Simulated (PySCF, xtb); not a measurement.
AlOF, SMILES [F][Al]=[O].

Harmonic wavenumbers (cm⁻¹) from xtb with GFN2-xTB at its own minimum, in rising order: 251, 251, 693, 1194.

Question: What does B3LYP-D3(BJ)/def2-TZVP in PySCF 2.14.0 give at its own minimum? (An estimate is asked for; the answer gives what the named calculation found.)

Answer: 205, 205, 741, 1173. Paired by order, the mean absolute difference is 40 cm⁻¹ and the zero-point energies are 3.4 and 3.3 kcal/mol.
